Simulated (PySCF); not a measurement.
# 2-(methylthio)thiophene (CSc1cccs1, C$_{5}$H$_{6}$S$_{2}$)

Cartesian coordinates in Å; atom numbers follow the order of the lines, from 1:
```xyz
13

C     2.630   -0.090    0.413
S     1.739   -0.207   -1.147
C     0.082   -0.009   -0.623
C    -1.023   -0.020   -1.445
C    -2.238    0.167   -0.730
C    -2.048    0.316    0.617
S    -0.379    0.231    1.030
H     2.334   -0.892    1.105
H     2.480    0.891    0.889
H     3.694   -0.207    0.164
H    -0.958   -0.158   -2.525
H    -3.221    0.189   -1.202
H    -2.793    0.472    1.396
```

Theory: quadratic response CAM-B3LYP/aug-cc-pVDZ first hyperpolarisability, Taylor convention, gas phase (PySCF). Geometry: PBE0-D3(BJ)/def2-SVP.

Question: Give β for the processes computed.

Answer: In au, Taylor convention; the vector part is βᵢ = ⅓ Σⱼ (βᵢⱼⱼ + βⱼᵢⱼ + βⱼⱼᵢ); β∥ is 3/5 of the vector part along the dipole, the dipole points from − to +:
| process | λ (nm) | β vector norm | β∥ | β HRS | depolarisation ratio |
| --- | --- | --- | --- | --- | --- |
| static β(0;0,0) | ∞ | 288.9 | -2.5 | 121.5 | 4.75 |
| second harmonic β(−2ω;ω,ω) | 1907 | 318.4 | -3.1 | 133.8 | 4.77 |
| Pockels β(−ω;ω,0) | 1907 | 298.2 | -2.7 | – | – |
| second harmonic β(−2ω;ω,ω) | 1064 | 403.5 | -5.1 | 169.2 | 4.82 |
| Pockels β(−ω;ω,0) | 1064 | 320.6 | -3.2 | – | – |

Question: Which lowest excitations, dipole and polarisabilities go with it?

Answer: S1 4.79 eV (f = 0.000); S2 4.85 eV (f = 0.203); S3 5.21 eV (f = 0.006); dipole 0.95 D; isotropic α 99.1 au static, 99.5 au at 1907 nm, 100.4 au at 1064 nm, 100.7 au at 953.5 nm, 104.9 au at 532 nm.
